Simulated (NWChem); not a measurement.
System: SnN₂H₄, singlet; SMILES [NH2][Sn][NH2]

Output (shortened):

```
             Northwest Computational Chemistry Package (NWChem) 7.3.0
             --------------------------------------------------------

 C2V symmetry detected

                             Geometry "geometry" -> ""
                             -------------------------

 Output coordinates in angstroms (scale by  1.889725989 to convert to a.u.)

  No.       Tag          Charge          X              Y              Z
 ---- ---------------- ---------- -------------- -------------- --------------
    1 Sn                  50.0000     0.00000000     0.00000000    -0.38927100
    2 N                    7.0000     1.49023200     0.00000000     0.99709400
    3 H                    1.0000     2.47287400     0.00000000     0.74654800
    4 H                    1.0000     1.37242300     0.00000000     2.00556900
    5 N                    7.0000    -1.49023200     0.00000000     0.99709400
    6 H                    1.0000    -1.37242300     0.00000000     2.00556900
    7 H                    1.0000    -2.47287400     0.00000000     0.74654800

 Effective nuclear repulsion energy (a.u.)     249.4126397783

      Symmetry information
      --------------------

 Group name             C2v
 Group number             16
 Group order               4
 No. of unique centers     4

                                 NWChem DFT Module
                                 -----------------

 Summary of "ao basis" -> "ao basis" (spherical)
 ------------------------------------------------------------------------------
       Tag                 Description            Shells   Functions and Types
 ---------------- ------------------------------  ------  ---------------------
 Sn                         def2-svp                10       26   4s4p2d
 N                          def2-svp                 6       14   3s2p1d
 H                          def2-svp                 3        5   2s1p

      Symmetry analysis of basis
      --------------------------

        a1         30
        a2          8
        b1         24
        b2         12

            General Information
            -------------------
          SCF calculation type: DFT
          Wavefunction type:  closed shell.
          No. of atoms     :     7
          No. of electrons :    40
           Alpha electrons :    20
            Beta electrons :    20
          Charge           :     0
          Spin multiplicity:     1
          Use of symmetry is: on ; symmetry adaption is: on
          Maximum number of iterations: 150
          AO basis - number of functions:    74
                     number of shells:    34
          Convergence on energy requested:  1.00D-06
          Convergence on density requested:  1.00D-05
          Convergence on gradient requested:  5.00D-04

              XC Information
              --------------
                         SCAN Method XC Functional
                  SCAN metaGGA Exchange Functional  1.000
                        SCAN Correlation Potential  1.000

             Grid Information
             ----------------
          Grid used for XC integration:  fine
          Radial quadrature: Mura-Knowles
          Angular quadrature: Lebedev.
          Tag              B.-S. Rad. Rad. Pts. Rad. Cut. Ang. Pts.
          ---              ---------- --------- --------- ---------
          Sn                  1.45      141          10.0       974
          N                   0.65       70          11.0       590
          H                   0.35       60          12.0       590
          Grid pruning is: on
          Number of quadrature shells:   331
          Spatial weights used:  Erf1

      Superposition of Atomic Density Guess
      -------------------------------------

 Sum of atomic energies:        -359.58122222

      Non-variational initial energy
      ------------------------------

 Total energy =    -324.646893
 1-e energy   =    -775.494750
 2-e energy   =     324.976638
 HOMO         =      -0.279365
 LUMO         =      -0.024656

      Symmetry analysis of molecular orbitals - initial
      -------------------------------------------------

  Numbering of irreducible representations:

     1 a1          2 a2          3 b1          4 b2

  Orbital symmetries:

     1 a1          2 b1          3 a1          4 b1          5 a1
     6 b2          7 a1          8 b1          9 a1         10 a2
    11 b2         12 a1         13 b1         14 a1         15 a1
    16 b1         17 b1         18 b2         19 a2         20 a1
    21 b2         22 b1         23 a1         24 a1         25 b1
    26 a1         27 b1         28 a1         29 b2         30 a1

     ---------------------------------------------
      Total Density - Mulliken Population Analysis
     ---------------------------------------------

    Atom       Charge   Shell Charges
 -----------   ------   -------------------------------------------------------
    1 Sn  22    21.00   1.60  0.43  1.16  0.68  3.27  2.73  0.66  0.38  9.77  0.32
    2 N    7     7.96   1.99  1.04  0.50  2.60  1.83  0.01
    3 H    1     0.77   0.59  0.13  0.05
    4 H    1     0.77   0.60  0.13  0.04
    5 N    7     7.96   1.99  1.04  0.50  2.60  1.83  0.01
    6 H    1     0.77   0.60  0.13  0.04
    7 H    1     0.77   0.59  0.13  0.05

   convergence    iter        energy       DeltaE   RMS-Dens  Diis-err
 ---------------- ----- ----------------- --------- --------- ---------
 d= 0,ls=0.0,diis     1   -326.0710399231 -4.52D+02  2.27D-02  5.96D-01
 d= 0,ls=0.0,diis     2   -325.7363670313  3.35D-01  1.58D-02  2.87D+00
 d= 0,ls=0.0,diis     3   -326.1492241311 -4.13D-01  2.36D-03  2.84D-02
 d= 0,ls=0.0,diis     4   -326.1533225607 -4.10D-03  7.70D-04  2.00D-03
 d= 0,ls=0.0,diis     5   -326.1535686511 -2.46D-04  1.05D-04  3.33D-05
  Resetting Diis
 d= 0,ls=0.0,diis     6   -326.1535730228 -4.37D-06  1.54D-05  1.46D-06
 d= 0,ls=0.0,diis     7   -326.1535732056 -1.83D-07  8.48D-06  6.86D-08

         Total DFT energy =     -326.153573205553
      One electron energy =     -779.249171609925
           Coulomb energy =      360.628330787364
    Exchange-Corr. energy =      -33.403951145954
 Nuclear repulsion energy =      125.871218762962

 Numeric. integr. density =       39.999999765504

                  Occupations of the irreducible representations
                  ----------------------------------------------

                     irrep           alpha         beta
                     --------     --------     --------
                     a1                9.0          9.0
                     a2                2.0          2.0
                     b1                6.0          6.0
                     b2                3.0          3.0

                       DFT Final Molecular Orbital Analysis
                       ------------------------------------

 Vector   18  Occ=2.000000D+00  E=-2.286720D-01  Symmetry=b2
              MO Center= -2.4D-14,  1.4D-14,  7.4D-01, r^2= 3.2D+00
   Bfn.  Coefficient  Atom+Function         Bfn.  Coefficient  Atom+Function
  ----- ------------  ---------------      ----- ------------  ---------------
    31      0.353807  2 N  py                55      0.353807  5 N  py
    34     -0.295932  2 N  py                58     -0.295932  5 N  py
    12     -0.243520  1 Sn py                15     -0.199124  1 Sn py
     9      0.083477  1 Sn py                 6      0.077965  1 Sn py
    18      0.062694  1 Sn d -1              23     -0.036566  1 Sn d -1

 Vector   19  Occ=2.000000D+00  E=-2.206850D-01  Symmetry=a1
              MO Center=  1.3D-14, -1.1D-14, -4.9D-01, r^2= 3.1D+00
   Bfn.  Coefficient  Atom+Function         Bfn.  Coefficient  Atom+Function
  ----- ------------  ---------------      ----- ------------  ---------------
     3      0.530586  1 Sn s                  4      0.356568  1 Sn s
    13     -0.337166  1 Sn pz                 2     -0.211040  1 Sn s
    16     -0.205228  1 Sn pz                29     -0.187974  2 N  s
    53     -0.187974  5 N  s                  1     -0.176193  1 Sn s
    32     -0.165112  2 N  pz                56     -0.165112  5 N  pz

 Vector   20  Occ=2.000000D+00  E=-1.935312D-01  Symmetry=a2
              MO Center=  2.5D-14, -1.2D-16,  9.9D-01, r^2= 3.1D+00
   Bfn.  Coefficient  Atom+Function         Bfn.  Coefficient  Atom+Function
  ----- ------------  ---------------      ----- ------------  ---------------
    31      0.416737  2 N  py                55     -0.416737  5 N  py
    34     -0.371655  2 N  py                58      0.371655  5 N  py
    17      0.083446  1 Sn d -2              22     -0.052174  1 Sn d -2

 Vector   21  Occ=0.000000D+00  E=-5.641303D-02  Symmetry=b2
              MO Center=  4.4D-15,  5.1D-15, -2.3D-01, r^2= 3.6D+00
   Bfn.  Coefficient  Atom+Function         Bfn.  Coefficient  Atom+Function
  ----- ------------  ---------------      ----- ------------  ---------------
    12      0.552765  1 Sn py                15      0.551980  1 Sn py
    34     -0.249558  2 N  py                58     -0.249558  5 N  py
    31      0.233226  2 N  py                55      0.233226  5 N  py
     9     -0.165362  1 Sn py                 6     -0.153333  1 Sn py
    18      0.055327  1 Sn d -1              23     -0.051372  1 Sn d -1

[...]

                         DFT ENERGY GRADIENTS

    atom               coordinates                        gradient
                 x          y          z           x          y          z
   1 Sn      0.000000   0.000000  -0.735616    0.000000   0.000000   0.002775
   2 N       2.816130   0.000000   1.884234    0.001338   0.000000   0.000314
   3 H       4.673054   0.000000   1.410771   -0.001591   0.000000   0.000251
   4 H       2.593503   0.000000   3.789976   -0.000085   0.000000  -0.001953
   5 N      -2.816130   0.000000   1.884234   -0.001338   0.000000   0.000314
   6 H      -2.593503   0.000000   3.789976    0.000085   0.000000  -0.001953
   7 H      -4.673054   0.000000   1.410771    0.001591   0.000000   0.000251
```

Level: SCAN/def2-SVP with def2 effective core potentials on Sn. Low-valent species are run as closed-shell singlets; no triplet was tried in these runs. Structure relaxed at the PBE0/def2-SVP level. def2 effective core potentials on Sn; no spin-orbit coupling.

Task: Which NWChem input produces such a log?

Result: Several could match; the one computed here: the input that was run:
```
start job
memory heap 200 mb stack 900 mb global 1100 mb
geometry units angstroms noautoz
  Sn     0.000000     0.000000    -0.377321
  N      1.490232     0.000000     1.009044
  H      2.472874     0.000000     0.758498
  H      1.372423     0.000000     2.017519
  N     -1.490232     0.000000     1.009044
  H     -1.372423     0.000000     2.017519
  H     -2.472874     0.000000     0.758498
end
basis spherical
  * library def2-svp
end
ecp
  Sn library def2-ecp
end
dft
  xc scan
  grid fine
  iterations 150
  mulliken
end
task dft gradient
```
